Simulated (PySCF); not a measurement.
CI₃, charge +1. Atoms are numbered in the order given.

```xyz
4

C      0.0000     0.0000     0.0000
I      2.0307     0.0000     0.0000
I     -1.0154     1.7587     0.0000
I     -1.0154    -1.7587     0.0000
```
Charge +1, spin multiplicity 1.

Geometry: PBE0-D3(BJ)/def2-SVP. The def2 effective core potentials stand for the cores of I; spin–orbit coupling is left out.

Calculation: PySCF with TDA-PBE/def2-SVPD.

Vertical excitations; the highest root listed may be one member of a degenerate set.  State labels are in the subgroup C2v.

| state | symmetry | energy (eV) | λ (nm) | f | main pairs |
|---|---|---|---|---|---|
| S1 | A2 | 1.70 | 730 | 0.000 | HOMO→LUMO 100 % |
| S2 | A2 | 2.59 | 479 | 0.000 | HOMO−3→LUMO (degenerate set) |
| S3 | B2 | 2.59 | 479 | 0.000 | HOMO−4→LUMO (degenerate set) |
| S4 | B1 | 3.08 | 403 | 0.000 | HOMO→LUMO+1 100 % |
| S5 | B1 | 3.46 | 358 | 0.126 | HOMO−1→LUMO, HOMO−3→LUMO+1 (degenerate set) |
| S6 | A1 | 3.46 | 358 | 0.126 | HOMO−2→LUMO, HOMO−4→LUMO+1 (degenerate set) |
| S7 | A2 | 3.87 | 321 | 0.000 | HOMO−1→LUMO+1 (degenerate set) |
| S8 | B2 | 3.87 | 321 | 0.000 | HOMO−2→LUMO+1 (degenerate set) |
| S9 | A1 | 4.20 | 295 | 0.067 | HOMO−4→LUMO+1 (degenerate set) |
| S10 | B1 | 4.20 | 295 | 0.067 | HOMO−3→LUMO+1 (degenerate set) |
| T1 | A2 | 1.47 | 842 | 0 | HOMO→LUMO 100 % |
| T2 | A1 | 2.12 | 586 | 0 | HOMO−2→LUMO (degenerate set) |
| T3 | B1 | 2.12 | 586 | 0 | HOMO−1→LUMO (degenerate set) |
| T4 | A2 | 2.36 | 525 | 0 | HOMO−3→LUMO 100 % |
Triplets are in the Tamm–Dancoff approximation.
